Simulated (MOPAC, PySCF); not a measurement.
C8H8B2S, SMILES `c1cc(c2c(c1)c(B)cs2)B`, neutral singlet in the gas phase. 

Cartesian coordinates (Å):
SMILES: c1(csc2c(cccc21)B)B
```xyz
19

B      3.2936    -0.1850     0.2712
C      1.9179     0.4458     0.0638
C      1.7667     1.7956    -0.1775
S      0.1470     2.3128    -0.3837
C     -0.4506     0.6916    -0.1506
C     -1.8059     0.2899    -0.1809
B     -2.9708     1.2589    -0.4315
C     -2.0426    -1.0779     0.0353
C     -1.0048    -1.9873     0.2661
C      0.3147    -1.5564     0.2888
C      0.6176    -0.2012     0.0795
H      3.4215    -1.3693     0.4822
H      4.2794     0.5138     0.2237
H      2.5727     2.5280    -0.2439
H     -2.7691     2.4372    -0.6182
H     -4.1055     0.8432    -0.4435
H     -3.0763    -1.4329     0.0206
H     -1.2331    -3.0429     0.4296
H      1.1276    -2.2637     0.4688
```
Charge 0, spin multiplicity 1.

All levels are single points at this geometry (PBE0-D4/def2-SVP); Pople sets use spherical d functions. Orbital energies aren't observables, and empty levels follow the basis.

PM3 in MOPAC gives HOMO (eV) = -9.28.

Q: Estimate the HOMO (eV) from each of these levels: PBE-D3(BJ)/def2-TZVP in PySCF; PBE0-D4/def2-TZVP in PySCF; B3LYP/3-21G in PySCF; B3LYP/6-311+G** in PySCF; B3LYP/6-31G* in PySCF; B3LYP/LANL2DZ in PySCF; M06-2X/6-31G* in PySCF; SVWN5/6-31G* in PySCF; HF/STO-3G in PySCF; AM1 in MOPAC; PM6 in MOPAC; PM7 in MOPAC.

A: 
```json
[
 {"level": "PBE-D3(BJ)/def2-TZVP in PySCF", "HOMO (eV)": "-6.13"},
 {"level": "PBE0-D4/def2-TZVP in PySCF", "HOMO (eV)": "-6.94"},
 {"level": "B3LYP/3-21G in PySCF", "HOMO (eV)": "-6.68"},
 {"level": "B3LYP/6-311+G** in PySCF", "HOMO (eV)": "-6.77"},
 {"level": "B3LYP/6-31G* in PySCF", "HOMO (eV)": "-6.51"},
 {"level": "B3LYP/LANL2DZ in PySCF", "HOMO (eV)": "-6.76"},
 {"level": "M06-2X/6-31G* in PySCF", "HOMO (eV)": "-7.68"},
 {"level": "SVWN5/6-31G* in PySCF", "HOMO (eV)": "-6.10"},
 {"level": "HF/STO-3G in PySCF", "HOMO (eV)": "-6.43"},
 {"level": "AM1 in MOPAC", "HOMO (eV)": "-8.73"},
 {"level": "PM6 in MOPAC", "HOMO (eV)": "-8.79"},
 {"level": "PM7 in MOPAC", "HOMO (eV)": "-8.69"}
]
```
